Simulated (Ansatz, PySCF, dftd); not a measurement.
System: CHS, charge 0, doublet. CHS (SMILES [CH]=S, doublet).
B3LYP-D3(BJ)/def2-TZVP minimum from Ansatz (a first-principles code):
```
C
H 1 1.0885
S 1 1.5568 2 132.52
```
Charge 0, spin multiplicity 2.

Wanted: enthalpy of formation at 298 K (by atomisation, with ideal-gas terms from PySCF's Hessian at B3LYP-D3(BJ)/def2-TZVP and the atoms' measured values of the G2/97 table; no spin-orbit terms), in kJ/mol. Radicals and triplets start from unrestricted determinants; spin-orbit coupling is neglected. Cores are frozen in correlated methods. Rows without X2C or -DK are non-relativistic. CBS(X,Y): correlation extrapolated as X^-3, Hartree-Fock from the larger set (Q,5: extrapolated as (X+1)exp(-9√X)). A bracket is a step between two methods taken in the basis named. The functionals are non-relativistic, so their misses hold any scalar relativity. 'core' is core correlation in cc-pwCVTZ (1s frozen past Ne), 'X2C' scalar relativity in cc-pVTZ-DK, both at CCSD(T). Where a partner has so few electrons that a lower coupled-cluster level is exact, that level stands in. The UHF reference of CHS ([CH]=S, doublet) is spin-contaminated (<S^2> up to 0.26 over the pure value in the sets run).

```csv
level,program,enthalpy of formation at 298 K (kJ/mol),difference against the last row
PBE/def2-TZVPD,Ansatz,234.9,-46.5
B3LYP-D3(BJ)/def2-TZVPD,Ansatz + dftd3,280.7,-0.7
CAM-B3LYP-D4/def2-TZVPD,Ansatz + dftd4,291.9,10.5
CAM-B3LYP/def2-TZVPD,Ansatz,294.5,13.1
CCSD/cc-pV(D+d)Z,Ansatz,403.7,122.3
CCSD/cc-pV(T+d)Z,Ansatz,356.2,74.8
"CCSD(T)/CBS(cc-pV(T+d)Z,cc-pV(Q+d)Z) + core + X2C",Ansatz,287.2,5.8
CCSDT(Q)/cc-pV(T+d)Z,Ansatz,320.6,39.2
CCSDTQ/cc-pV(D+d)Z,Ansatz,374.8,93.4
"CCSD(T)/CBS(cc-pV(Q+d)Z,cc-pV(5+d)Z) + [CCSDTQ - CCSD(T)]/cc-pV(D+d)Z + core + X2C",Ansatz,281.0,-0.4
"CCSD(T)/CBS(cc-pV(Q+d)Z,cc-pV(5+d)Z) + [CCSDT(Q) - CCSD(T)]/cc-pV(Q+d)Z + [CCSDTQ - CCSDT(Q)]/cc-pV(D+d)Z + core + X2C",Ansatz,281.4,0.0
```
